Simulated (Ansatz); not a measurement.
One elementary step

Start structure (TiHOF$_{3}$, singlet), relaxed at PBE0-D4/def2-TZVP:

Ti1  (-0.294, 0.244, 0.204)
F2  (-1.557, -0.962, 0.286)
O3  (1.118, -0.433, -0.602)
H4  (1.471, -1.218, -1.020)
F5  (-0.875, 1.630, -0.694)
F6  (0.137, 0.739, 1.827)
(Å)

The step: TiHOF₃ ([OH][Ti]([F])([F])[F]) → TiOF₂ ([O][Ti]([F])[F]) + HF (still joined by a long Ti–F bond); bonds formed: F2–H4; bonds broken: O3–H4; bonds weakened to dative contacts: Ti1–F2. Computed with Ansatz 0.2.0 (basis: def2-TZVPP and def2-QZVPP); correlated methods freeze the cores. Extrapolation: Hartree–Fock as exp(−7.88 √X), correlation as X^−2.97. Energies below are by CCSD(T) at an estimated basis limit (MP2 extrapolated from triple and quadruple zeta, plus CCSD(T) − MP2 in triple zeta).

Task: What are the electronic barrier and the energy of the step, from the start structure to the end structure? (An estimate is asked for; the value comes from the calculation.)

Result: The calculation gives: Barrier 1.896 eV; step energy 1.777 eV (uphill); reverse barrier, their difference, 0.118 eV. Barrier and step energy count from the start structure, the reverse barrier from the end structure.

The saddle point: One imaginary mode of 369i cm⁻¹.
```tsv
pair	start (Å)	saddle (Å)	end (Å)
F2–H4	3.31	1.04	0.94
Ti1–F2	1.75	2.07	2.14
O3–H4	0.96	1.47	2.38
```

Zero-point energy (harmonic, PBE0-D4): ZPE is 0.524 eV at the start and 0.482 eV at the saddle, so the barrier goes from 1.896 to 1.854 eV.

The T1 diagnostic stays at or below 0.026. The T1 diagnostic is large here, which may signal multireference character or strong orbital relaxation, so CCSD(T) is less sure. The start structure is not quite a true minimum (one mode of 71i cm⁻¹).

Labels in which every atom is bracketed show which atoms are joined, not bond orders.

For scale, one of the runs: CCSD(T)/def2-TZVPP, 202 basis functions, launched by `ansatz run in.yaml --threads 4 --pin off --events-out ev --progress --plain --max-ram 9574MiB`. The run took 2.7 min on 4 CPU threads of an Intel Xeon (shared host), with 3.1 GiB of host memory at its peak.
